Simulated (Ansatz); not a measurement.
```yaml
crystal:
  periodic: [false, false, false]
  atoms:
    - {symbol: I, position_ang: [-2.817670, 1.185223, -0.262540]}
    - {symbol: B, position_ang: [-0.856151, 0.470215, -0.413215]}
    - {symbol: C, position_ang: [0.427171, 0.776110, 0.314304]}
    - {symbol: Si, position_ang: [0.235623, -1.099865, -0.251060]}
    - {symbol: H, position_ang: [1.326381, 0.938587, -0.288391]}
    - {symbol: H, position_ang: [0.484581, 1.299253, 1.265853]}
    - {symbol: H, position_ang: [1.403055, -1.424698, -1.099775]}
    - {symbol: H, position_ang: [-0.110891, -2.202024, 0.679023]}
basis:
  gaussian: {orbitals: def2-SVP}
magnetization: {spin_polarized: true, initial_magnetization: 2}
hamiltonian: {xc: {name: wB97M-V}, dispersion: d4}
```

```sh
$ ansatz run in.yaml --threads 2 --pin off --events-out ev --progress --plain --max-ram 4352MiB
```

Q: How does Ansatz answer? (Best estimate.)

A: Computed: The program refused the input.
```
Error: invalid value for `hamiltonian.dispersion`: no damping is tabulated for this functional; type it, or the functional that lends it
```
